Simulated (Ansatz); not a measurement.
```yaml
crystal:
  periodic: [false, false, false]
  atoms:
    - {symbol: C, position_ang: [-0.564248, 0.431492, -0.592477]}
    - {symbol: Si, position_ang: [-0.247743, -1.386782, -0.226904]}
    - {symbol: Se, position_ang: [1.334002, -1.023925, 1.394416]}
    - {symbol: Si, position_ang: [0.688111, 1.053348, 0.666434]}
    - {symbol: H, position_ang: [-0.323042, 0.714531, -1.618356]}
    - {symbol: H, position_ang: [-1.586539, 0.742471, -0.370883]}
    - {symbol: H, position_ang: [0.298715, -2.149306, -1.379377]}
    - {symbol: H, position_ang: [-1.431080, -2.114894, 0.300188]}
    - {symbol: H, position_ang: [0.096836, 1.869132, 1.758750]}
    - {symbol: H, position_ang: [1.818286, 1.812733, 0.071208]}
basis:
  gaussian: {orbitals: cc-pVTZ}
hamiltonian: {xc: {name: HF}}
correlation: {method: mp2, frozen_orbitals: {C: 0}}
accuracy: high
scf: {lower_state_search: light}
output: {forces: true}
```

```sh
$ ansatz run in.yaml --threads 4 --pin off --events-out ev --progress --plain --max-ram 10444MiB
```

Output, abridged:

```
Functional definition: HF
Error: "frozen_orbitals" has no count for Si
```

Problem. What is wrong with this run?

Solution. Frozen orbitals are typed for one element alone, and the program wants a count for each. The program refused the input.
